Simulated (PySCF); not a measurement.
Compound: Ir(PH3)4 (doublet state).
Bonds: Ir1–P2, Ir1–P6, Ir1–P10, Ir1–P14. Hydrogens: H3, H4, H5 on P2; H7, H8, H9 on P6; H11, H12, H13 on P10; H15, H16, H17 on P14.

Theory: PySCF 2.14.0, PBE0-D3(BJ)/def2-SVP geometry optimisation, gas phase, def2 core potentials past Kr.

**Question.** How far are the bound atoms from Ir1?

**Answer.** 4 atoms: P10 2.276 Å, P6 2.277 Å, P2 2.277 Å, P14 2.277 Å. The nearest atom not counted as bound is H13, at 3.24 Å (others tie with it).

**Question.** List the angles at Ir1.

**Answer.** 
| angle | degrees | distance of the outer atoms (Å) |
| --- | --- | --- |
| P2–Ir1–P6 | 135.6 | 4.22 |
| P10–Ir1–P14 | 135.0 | 4.21 |
| P2–Ir1–P10 | 98.5 | 3.45 |
| P6–Ir1–P14 | 98.4 | 3.45 |
| P2–Ir1–P14 | 98.3 | 3.44 |
| P6–Ir1–P10 | 98.1 | 3.44 |

**Question.** Describe the arrangement about Ir1 in numbers.

**Answer.** Angles from 98.1° to 135.6°; τ4 = (360° − α − β)/141° = 0.63 with α and β the two widest (0 for a square, 1 for a tetrahedron).

**Question.** What are the other bond lengths?

**Answer.** P2–H3 and 11 like bonds 1.430 Å.

Charge 0, doublet. ⟨S²⟩ = 0.754 (exact for a doublet: 0.75). No frequency check.

Neither the SCF state along the optimisation nor the shape of the open-shell metal species was proved the lowest: other solutions of the same spin, or a structure of lower symmetry, can lie below.
